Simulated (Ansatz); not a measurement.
Reaction (formal hydrolysis of the Si–Br bond): `O[Si](F)(Cl)Br` + H₂O → `O[Si](O)(F)Cl` + HBr

Program: Ansatz. Geometries: PBE0-D4/def2-TZVP. ΔE: electronic, gas phase. CBS: MP2 limit from def2 TZ/QZ plus the TZ coupled-cluster correction, frozen cores. This one scheme is used for every species. DFT in def2-TZVPP. B3LYP here is the variant with VWN-RPA as its local correlation; programs differ in this. For Br outer-core shells are correlated without core-valence functions, which leaves a few kJ/mol of doubt a bond. Scalar relativity is left out up to krypton. Each species was taken in one conformer, which may not be the lowest.

```
             level  ΔE (kJ/mol)
          B3LYP-D4        -27.3
            B2PLYP        -30.9
               PBE        -19.7
CCSD(T)/def2-TZVPP        -30.6
```

Question: What does CCSD(T)/CBS give? (An estimate is asked.)

Answer: Computed: -22.3 kJ/mol. The listed levels differ from it by -5.0, -8.6, 2.6, -8.3 kJ/mol.

Largest T1 diagnostic among the species: 0.011.

The D4 term adds +5.5 kJ/mol with B3LYP and +2.8 kJ/mol with PBE0; it sums over pairs of atoms, weighted by their polarisabilities, and B3LYP, whose exchange is more repulsive, gets the larger term. In def2-TZVPP, CCSD(T) changes the Hartree–Fock value by +11.6 kJ/mol (the triples alone add +2.5 kJ/mol) and MP2 by +18.2 kJ/mol.
